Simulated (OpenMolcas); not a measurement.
# 5d6 along the 74-electron sequence

- Program: OpenMolcas 26.06
- Method: CASSCF
- Basis: ANO-R2
- Scalar Hamiltonian: X2C, finite nucleus
- Spin-orbit coupling: state interaction with AMFI integrals over the reference wave functions, term energies averaged over their components

Active space for each ion: 6 electrons in 5 orbitals (5d).

Computed levels in cm-1 above 5D4:

| Level | Os2+ | Ir3+ | Au5+ |
| --- | --- | --- | --- |
| 5D3 | 4478 | 5820 | 9196 |
| 5D1 | 7212 | 9068 | 13403 |
| 5D0 | 7687 | 9560 | 13638 |
| 3H6 | 18506 | 21163 | 26420 |
| 3H5 | 18714 | 21314 | 26420 |
| 3F3(1) | 22062 | 25310 | 31741 |
| 3F2(1) | 23088 | 26419 | 32946 |
| 3G5 | 27089 | 31789 | 41821 |
| 3G4 | 28100 | 32566 | 41572 |
| weight of 5D in the lowest level (%) | 89 | 87 | 80 |

Mixed levels, with the weight of the term that names them: Os2+ 3H5 (59 %), Os2+ 3F3(1) (60 %), Os2+ 3G5 (59 %), Os2+ 3G4 (69 %), Ir3+ 3H5 (56 %), Ir3+ 3F3(1) (57 %), Ir3+ 3G5 (56 %), Ir3+ 3G4 (66 %), Au5+ 3H5 (52 %), Au5+ 3F3(1) (50 %), Au5+ 3F2(1) (69 %), Au5+ 3G5 (52 %), Au5+ 3G4 (60 %).

The fine-structure level 5D0 changes by a factor of 1.77 from Os2+ to Au5+. Its fourth root runs 9.36, 9.89, 10.81, with steps per unit of Z of 0.52, 0.46; equal steps would mean a (Z - σ)^4 law with constant σ.

3H6 changes by a factor of 1.43 over the same range, with steps per unit of Z of +2660, +2630 cm-1.

Without dynamic correlation excited terms often stand tens of per cent too high (terms of higher spin than the ground term too low), and those without a measured partner can miss by more than the paired ones. Configurations with an s electron lie low in 5d ions of this charge, fall among these levels and mix in, so low-spin terms can stand far too high, up to twice their true height, and weights are not those of the real levels (holds for Os2+). Only configurations of the active space appear.

A number in round brackets counts repeated terms of one configuration in the order of the reference energies.
